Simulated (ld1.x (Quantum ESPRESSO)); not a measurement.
## Plane-wave convergence, RRKJ potential for Te (Z = 52)

* Element: tellurium (Te)
* Generator: ld1.x (Quantum ESPRESSO) 7.5
* Type: norm-conserving RRKJ (Kleinman–Bylander form)
* Functional: LDA (PZ)
* Relativity: scalar-relativistic
* Frozen core: [Ar] 3d10
* Valence charge: 24
* Reference configuration: 4s2 4p6 4d10 5s2 5p4
* Partial waves: 4s (bound): rc 1.20 bohr; 4p (bound): rc 0.95 bohr; 4d (bound): rc 1.15 bohr
* Local potential: the d channel
* Core correction: a·sin(br)/r model core inside 0.50 bohr
* rho0: 0.001

Occupied shells without a wave of their own: 5p, 5s. They enter only through the test configuration that unscreens the potential, and ld1.x also counts them in the model core charge.

The pseudo-atom Hamiltonian at the reference potential is diagonalised in spherical Bessel functions j_l(qr) that vanish at 20 bohr, with q² up to the cutoff. All-electron valence levels (Ry): 4s -12.0532, 5s -1.1290, 4p -8.3930, 5p -0.4496, 4d -3.0646.

**Question.** How do the lowest levels (Ry) of each channel move with the cutoff, and are there ghosts?

**Answer.**

```csv
cutoff (Ry),s #1,s #2,s #3,p #1,p #2,d #1,f #1,f #2,Σ f·Δε (mRy)
8,-9.7754,-0.7089,-0.0068,-3.7330,-0.0861,-0.1330,0.1140,0.2390,64156.4
15,-10.3969,-0.9325,-0.0232,-6.3129,-0.2361,-0.6486,0.1140,0.2389,41230.3
21,-10.4308,-0.9577,-0.0254,-7.2556,-0.3188,-1.2528,0.1140,0.2389,29083.9
35,-10.9518,-0.9908,-0.0274,-7.9065,-0.4066,-2.1951,0.1140,0.2389,14296.1
50,-11.6188,-1.0713,-0.0328,-7.9249,-0.4103,-2.7816,0.1140,0.2389,6810.1
60,-11.8345,-1.1032,-0.0351,-7.9790,-0.4130,-2.9284,0.1140,0.2389,4511.9
90,-12.0417,-1.1389,-0.0376,-8.2329,-0.4338,-3.0563,0.1140,0.2389,1140.6
120,-12.0532,-1.1418,-0.0378,-8.3652,-0.4471,-3.0643,0.1140,0.2389,184.3
180,-12.0533,-1.1419,-0.0378,-8.3923,-0.4503,-3.0645,0.1140,0.2389,6.4
230,-12.0533,-1.1420,-0.0378,-8.3928,-0.4503,-3.0646,0.1140,0.2389,2.4
350,-12.0533,-1.1420,-0.0378,-8.3932,-0.4503,-3.0646,0.1140,0.2389,0.3
400,-12.0533,-1.1420,-0.0378,-8.3932,-0.4503,-3.0646,0.1140,0.2389,0.0
```

Result: no extra level below or beside the all-electron valence levels (s, p, d, f tested); 10 mRy is reached at 160 Ry and 1 mRy at 260 Ry.

ld1.x takes every shell without a wave as core, so the model core holds the 5p, 5s electrons as well and exchange and correlation see them twice. This cancels in the reference configuration, but the file is broken for other ones, and its errors say nothing about a proper core correction. Its largest configuration-test error is -1110 meV.
